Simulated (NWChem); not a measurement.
# C₃H₆OSi; SMILES [SiH3]C1=CCO1

```xyz
11

Si     0.0251    -1.8105     0.0000
C     -0.1177     0.0576     0.0000
C     -1.0629     1.0189     0.0000
C      0.0534     2.0312     0.0000
O      1.0043     0.9094     0.0000
H      0.7552    -2.2759    -1.2082
H      0.7552    -2.2759     1.2082
H     -1.3529    -2.3670     0.0000
H     -2.1419     1.0565     0.0000
H      0.1810     2.6436    -0.8987
H      0.1810     2.6436     0.8987
```
Atoms are numbered in this order, from 1.

All runs: NWChem. Medium grid unless said otherwise, to which SCAN and Minnesota functionals are sensitive. Geometry: optimised at B3LYP/6-31G* (spherical d). B3LYP is NWChem's, with the RPA form of VWN correlation. Total energies of different functionals are on different scales.

| level | energy (Ha) | highest occupied level (eV) | orbital gap (eV) | dipole (D) |
|---|---|---|---|---|
| PBE/def2-SVP | -481.9414 | -5.35 | 4.28 | 1.38 |
| B3LYP/def2-SVP | -482.3483 | -6.37 | 6.01 | 1.49 |
| TPSSh/def2-SVP | -482.3671 | -5.92 | 5.30 | 1.49 |
| r2SCAN/def2-SVP | -482.1874 | -5.65 | 4.67 | 1.49 |
| LDA (Slater exchange, VWN5)/def2-SVP | -479.5398 | … | 4.27 | 1.40 |
| PW6B95/def2-SVP | -482.8211 | -6.75 | 6.62 | 1.52 |

Some entries are withheld; supply them.


- LDA (Slater exchange, VWN5)/def2-SVP, highest occupied level (eV): -5.51
